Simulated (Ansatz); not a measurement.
`C[O][Mo](=[O])(=[S])[Cl]` + H₂O → `[O]=[Mo]([OH])(=[S])[Cl]` + CH₃OH at 700 K and 1 bar (formal hydrolysis of a Mo–O bond).

Gas-phase electronic energies from Ansatz, PBE0-D4/def2-TZVP geometries. CBS: MP2 limit from def2 TZ/QZ plus the TZ coupled-cluster correction, frozen cores. This one scheme is used for every species. def2 core potentials past Kr. For Mo outer-core shells are correlated without core-valence functions, which leaves a few kJ/mol of doubt a bond. One conformer a species, not always the lowest.

| species | CCSD(T)/CBS energy (Eh) | H − E (kJ/mol) | S (J/(mol·K)) |
| --- | --- | --- | --- |
| `C[O][Mo](=[O])(=[S])[Cl]` | -1116.04987 | 207.6 | 514.6 |
| H₂O | -76.37941 | 80.5 | 218.4 |
| `[O]=[Mo]([OH])(=[S])[Cl]` | -1076.80343 | 116.4 | 442.3 |
| CH₃OH | -115.61712 | 170.8 | 288.5 |

H − E and S are ideal-gas, rigid-rotor, harmonic terms from PBE0-D4/def2-TZVP, for one conformer and one mirror image of each species. 1 Eh = 2625.50 kJ/mol, R = 8.31446 J/(mol·K).

Task: By hand: ΔE, ΔH, ΔS and ΔG.

Result: ΔE = (-1076.80343) + (-115.61712) − (-1116.04987) − (-76.37941) = 0.00873 Eh = 22.9 kJ/mol. Δ(H − E) = 116.4 + 170.8 − 207.6 − 80.5 = -0.9, so ΔH = 22.0 kJ/mol. ΔS = 442.3 + 288.5 − 514.6 − 218.4 = -2.2 J/(mol·K). ΔG = 22.0 − 700 × (-2.2)/1000 = 23.5 kJ/mol.

Task: By hand: the equilibrium constant, and the temperature at which ΔG would vanish if ΔH and ΔS stayed fixed.

Result: log₁₀ K = −ΔG/(RT ln 10) = -1.8. ΔH and −TΔS have one sign here, so there is no such temperature. One of them is within its doubt of zero, so this could turn.

The number of gas molecules stays the same, so ΔS is small and ΔH decides. A doubt of 5 kJ/mol in ΔE shifts log₁₀ K by 0.4 here. Other conformers and mirror images would add mixing entropy, several J/(mol·K) or more a flexible species. Modes under 60 cm⁻¹, often nearly free rotors, make the harmonic entropy too high. These are equilibria of isolated gas molecules and say nothing of rates. Largest T1 diagnostic: 0.024 (customary marks: 0.02 for closed shells, 0.045 for open ones).
